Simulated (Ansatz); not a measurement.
Consider the ligand exchange at the Sn–C bond: `C#C[CH](C)[SnH3]` + `N[SiH](O)F` → `N[SiH](F)[O][SnH3]` + `C#CCC`.

Isolated molecules relaxed with PBE0-D4/def2-TZVP in Ansatz; ΔE leaves out vibrations. CCSD(T)/CBS adds triple-zeta CCSD(T) − MP2 to the extrapolated MP2 energy (def2 sets, frozen cores). This one scheme is used for every species. Functionals use def2-TZVPP. def2 core potentials past Kr. For Sn outer-core shells are correlated without core-valence functions, which leaves a few kJ/mol of doubt a bond. One conformer a species, not always the lowest.

`C#C[CH](C)[SnH3]`:

Cartesian coordinates in Å:
```
C -1.829 -0.331 1.806
C -0.800 -0.190 1.197
C 0.406 -0.019 0.427
C 0.930 -1.326 -0.168
Sn -0.011 1.447 -1.128
H -2.733 -0.456 2.353
H 1.175 0.438 1.058
H 1.151 -2.049 0.621
H 1.846 -1.156 -0.738
H 0.193 -1.780 -0.834
H 1.425 1.717 -2.020
H -1.213 0.801 -2.152
H -0.541 2.904 -0.421
```

`N[SiH](O)F`:

Cartesian coordinates in Å:
```
N -0.804 -0.052 0.871
Si 0.560 -0.132 -0.139
O 0.146 0.147 -1.689
F 1.547 0.981 0.440
H -0.708 0.201 1.841
H -1.611 -0.632 0.713
H 1.319 -1.395 -0.182
H -0.449 0.881 -1.855
```

`N[SiH](F)[O][SnH3]`:

Cartesian coordinates in Å:
```
N -1.621 -0.107 0.534
Si -0.141 -0.685 1.168
F 0.194 0.342 2.347
O 0.986 -0.683 0.020
Sn 1.224 0.635 -1.436
H -2.100 -0.612 -0.193
H -2.275 0.359 1.143
H -0.160 -2.030 1.780
H 0.053 0.263 -2.616
H 1.033 2.191 -0.775
H 2.808 0.328 -1.972
```

`C#CCC`:

```xyz
10

C     1.311    1.850    0.310
C     0.647    0.861    0.455
C    -0.161   -0.339    0.602
C    -0.685   -0.867   -0.730
H     1.900    2.728    0.190
H     0.438   -1.109    1.100
H    -0.998   -0.121    1.273
H    -1.284   -1.767   -0.574
H    -1.308   -0.121   -1.225
H     0.140   -1.115   -1.401
```

CCSD(T)/CBS gives -13.8 kcal/mol.

Question: Another level gave -15.2 kcal/mol. Which?
A. MP2/def2-TZVPP
B. PBE0/def2-TZVPP
C. ωB97X-V/def2-TZVPP
D. HF/def2-TZVPP

Answer: C. ωB97X-V -15.2, PBE0 -12.9, HF/def2-TZVPP -19.1, MP2/def2-TZVPP -11.8 kcal/mol.

Largest T1 diagnostic among the species: 0.013.

In def2-TZVPP, CCSD(T) changes the Hartree–Fock value by +5.7 kcal/mol (the triples alone add +0.6 kcal/mol) and MP2 by +7.2 kcal/mol.
